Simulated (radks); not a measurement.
Isoelectronic series with 43 electrons, all held in the configuration [Kr] 4d5 5s2, which need not be the ground one along the series. All-electron calculation, Dirac Kohn-Sham, PBEsol, spin-unpolarised, spherical densities, finite nucleus; open shells are shared between the two j in proportion to 2j + 1; Fermi nuclear charge, rms radius of each element as measured or else 0.836 A^(1/3) + 0.57 fm. Program: a radial shooting solver on a logarithmic mesh with Libxc functionals. Total energies (hartree) and mean radii <r> (bohr):

| ion | E (hartree) | 5s1/2 | 4d5/2 | 4d3/2 |
|---|---|---|---|---|
| Tc | -4283.95646 | 3.281 | 1.735 | 1.712 |
| Ru+ | -4528.60841 | 2.813 | 1.511 | 1.495 |
| Rh2+ | -4780.96644 | 2.500 | 1.358 | 1.345 |
| Pd3+ | -5041.03598 | 2.268 | 1.243 | 1.232 |
| Ag4+ | -5308.83834 | 2.085 | 1.151 | 1.141 |
| Cd5+ | -5584.39677 | 1.936 | 1.075 | 1.065 |
| In6+ | -5867.74801 | 1.811 | 1.010 | 1.001 |
| Sn7+ | -6158.92308 | 1.703 | 0.9541 | 0.9460 |
| Sb8+ | -6457.96266 | 1.610 | 0.9051 | 0.8973 |
| Te9+ | -6764.90506 | 1.528 | 0.8616 | 0.8541 |
| I10+ | -7079.80136 | 1.454 | 0.8227 | 0.8154 |
| Xe11+ | -7402.69136 | 1.388 | 0.7875 | 0.7804 |
| Cs12+ | -7733.6282 | 1.329 | 0.7556 | 0.7486 |
| Ba13+ | -8072.6596 | 1.274 | 0.7264 | 0.7195 |
| La14+ | -8419.8428 | 1.225 | 0.6996 | 0.6928 |
| Ce15+ | -8775.2312 | 1.179 | 0.6748 | 0.6681 |
| Pr16+ | -9138.8847 | 1.137 | 0.6519 | 0.6453 |
| Nd17+ | -9510.8617 | 1.097 | 0.6306 | 0.6240 |
| Pm18+ | -9891.2198 | 1.061 | 0.6108 | 0.6042 |
| Sm19+ | -10280.0125 | 1.027 | 0.5922 | 0.5857 |
| Eu20+ | -10677.3445 | 0.9949 | 0.5748 | 0.5683 |
| Gd21+ | -11083.2620 | 0.9649 | 0.5584 | 0.5519 |
| Tb22+ | -11497.8882 | 0.9367 | 0.5430 | 0.5365 |
